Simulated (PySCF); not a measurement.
methylsilylformaldehyde (C2H6OSi), SMILES C[SiH2]C=O. Atoms are numbered in the order given.

```xyz
10

C     -1.6677    -0.2705    -0.4876
Si    -0.3598     0.7329     0.4059
C      1.3399    -0.1582     0.1454
O      1.4194    -1.1836    -0.4945
H     -1.6896    -1.2968    -0.0892
H     -2.6702     0.1713    -0.3791
H     -1.4247    -0.3338    -1.5596
H     -0.2333     2.1247    -0.1242
H     -0.6053     0.8262     1.8775
H      2.2717     0.2894     0.6005
```
Charge 0, spin multiplicity 1.

Geometry optimised at B3LYP-D3(BJ)/def2-SVP. The values are those of a single conformer.

Computed with M06-2X/def2-TZVP (PySCF).

The molecule is in vacuum.

```json
{
 "total_energy": "-444.49434 hartree",
 "highest_occupied_level": "-8.39 eV",
 "lowest_empty_level": "-0.37 eV",
 "orbital_gap": "8.02 eV",
 "dipole_moment": "2.06 D",
 "quadrupole, principal values (traceless, Buckingham form, about the centre of nuclear charge)": "-7.15, 1.89, 5.27 D·Å",
 "mean_static_polarisability": "53.5 bohr³ (7.93 Å³)",
 "polarisability_principal_values": "43.5, 58.1, 58.8 bohr³"
}
```
